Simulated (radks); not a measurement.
Valence configurations of the phosphorus ion P+ (all share [Ne]). Method: Dirac Kohn-Sham, PBE, spin-unpolarised, spherical densities, finite nucleus; open shells fill j = l - 1/2 first; Fermi nuclear charge, rms radius 3.1889 fm; computed with a radial shooting solver on a logarithmic mesh with Libxc functionals. Energies are relative to 3s2 3p2; eigenvalues in eV.

valence,E (eV),e(3p1/2),e(3p3/2),e(3s1/2)
3s2 3p2,0.000,-14.241,-,-23.266
3s1.5 3p2.5,4.558,-14.547,-14.481,-23.621
3s1 3p3,9.140,-14.843,-14.775,-23.963
3p4,18.372,-15.407,-15.337,-
3s0.5 3p3.5,13.745,-15.130,-15.061,-24.293

NIST lists [Ne] 3s2 3p2 as the ground configuration; this level of theory agrees among the configurations tried. The energies are those of spherical spin-averaged densities, not of single terms.
